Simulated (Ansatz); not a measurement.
TaTe2, relaxed as a quartet with UKS PBE-D4/def2-TZVP in Ansatz, starting from the PBE-D4/def2-TZVP geometry of the neutral doublet. Force threshold 0.02 eV/Å.

In the def2 sets Ta, Te take a core potential; there is no spin–orbit coupling. The charge 0 quartet is spin-contaminated (final ⟨S²⟩ up to 3.87, 3.75 for a pure state). The relaxation made no stability test and no search for a lower SCF solution. The structure comes from a short search, and lower isomers may exist.

Start:

Cartesian coordinates in Å:
```
Ta 0.254 -1.487 0.283
Te -1.477 0.509 -0.158
Te 1.223 0.978 -0.125
```

Question: Estimate the energy that the relaxation releases and the steps that it takes.

Answer: 0.00 eV, in 3 steps; 6 s on 4 threads of Arm Neoverse V2 on a shared host. No frequencies were taken in this run, so the end may be a saddle point.

Question: Does the start keep its bonding and symmetry?

Answer: By distances, no bond broke or formed. The bond that changes most is Ta1–Te2, from 2.68 to 2.70 Å (atoms count from 1). Point group C2v at the start, C2v at the end, both within 0.05 Å.

Question: Predict the relaxed structure.

Answer: 
```
atom   x (Å)   y (Å)   z (Å)
 Ta1   0.257  -1.500   0.285
 Te2  -1.481   0.515  -0.159
 Te3   1.224   0.984  -0.126
```
Bond lengths: 2 × Ta–Te 2.70 Å; 1 × Te–Te 2.75 Å.
